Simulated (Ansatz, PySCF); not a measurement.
Cl2FHSSi, SMILES F[Si](S)(Cl)Cl. Atoms are numbered in the order given.

```xyz
6

F     -0.4609     0.4519     1.7668
Si    -0.0588     0.0491     0.2568
S      1.7802    -1.0004     0.1951
Cl    -1.5012    -1.2000    -0.4764
Cl    -0.0046     1.8067    -0.7985
H      2.5017     0.0780     0.5860
```
Charge 0, spin multiplicity 1.

Coordinates come from a B3LYP-D3(BJ)/def2-SVP optimisation. This is a generated structure with no PubChem entry under its InChIKey; it may be hypothetical. The values are those of a single conformer.

Two levels are set side by side: PBE-D3(BJ)/def2-SVP (Ansatz, a quantum-chemistry and plane-wave program) and B3LYP-D3(BJ)/def2-SVP (Ansatz). Each level has its own optimised geometry; the coordinates shown are those of the second. Frequencies come from the Hessian of PySCF at each geometry. Differences are taken from unrounded values.

| quantity | B3LYP-D3(BJ) | PBE-D3(BJ) | PBE-D3(BJ) minus B3LYP-D3(BJ) |
|---|---|---|---|
| mean bond length (Å) | 1.836 | 1.844 | 0.008 |
| bond F1–Si2 (Å) | 1.614 | 1.626 | 0.012 |
| bond Si2–S3 (Å) | 2.118 | 2.123 | 0.005 |
| bond Si2–Cl4 (Å) | 2.044 | 2.049 | 0.005 |
| bond Si2–Cl5 (Å) | 2.051 | 2.057 | 0.006 |
| bond S3–H6 (Å) | 1.355 | 1.365 | 0.010 |
| highest harmonic wavenumber (cm⁻¹) | 2662 | 2607 | -55 |
| mean harmonic wavenumber (cm⁻¹) | 602 | 587 | -16 |
| zero-point energy (kcal/mol) | 10.33 | 10.06 | -0.27 |

GGA bonds tend to be longer and softer than those of functionals with exact exchange. Differences between two approximate levels are no errors against the true value.
